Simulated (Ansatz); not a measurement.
`C[SiH2]N[SiH3]` and `[SiH3]N[SiH2]S` differ in one atom or group.

Ansatz, PBE0-D4/def2-TZVP geometries, multiplicity 1. Each molecule was computed in one conformer, which needn't be the lowest.

```json
{"property": "size of the dipole moment (PBE/def2-TZVPP) / D", "`C[SiH2]N[SiH3]`": "1.31"}
{"property": "HOMO–LUMO gap (PBE/def2-TZVPP) / eV", "`C[SiH2]N[SiH3]`": "5.39"}
{"property": "LUMO energy (PBE/def2-TZVPP) / eV", "`C[SiH2]N[SiH3]`": "-0.65"}
{"property": "HOMO–LUMO gap (ωB97M-V/def2-TZVPP) / eV", "`C[SiH2]N[SiH3]`": "11.40"}
{"property": "size of the dipole moment (B3LYP/def2-TZVPP) / D", "`C[SiH2]N[SiH3]`": "1.27"}
{"property": "HOMO energy (B3LYP/def2-TZVPP) / eV", "`C[SiH2]N[SiH3]`": "-7.14"}
```

Task: What does the change do to each property? (Estimate.)

Result: The calculation gave: 
| property | `[SiH3]N[SiH2]S` | shift |
| --- | --- | --- |
| size of the dipole moment (PBE/def2-TZVPP) / D | 1.14 | -0.17 |
| HOMO–LUMO gap (PBE/def2-TZVPP) / eV | 5.34 | -0.05 |
| LUMO energy (PBE/def2-TZVPP) / eV | -0.83 | -0.18 |
| HOMO–LUMO gap (ωB97M-V/def2-TZVPP) / eV | 11.22 | -0.18 |
| size of the dipole moment (B3LYP/def2-TZVPP) / D | 1.16 | -0.11 |
| HOMO energy (B3LYP/def2-TZVPP) / eV | -7.16 | -0.02 |

With PBE0 the HOMO falls by 0.05 eV and the LUMO falls by 0.19 eV, so the gap narrows by about 0.14 eV. PBE moves the HOMO by -0.13 eV and ωB97M-V by 0.03 eV. Dipoles are sizes alone; their direction can turn.

B3LYP here is the variant with VWN-RPA as its local correlation; programs differ in this.
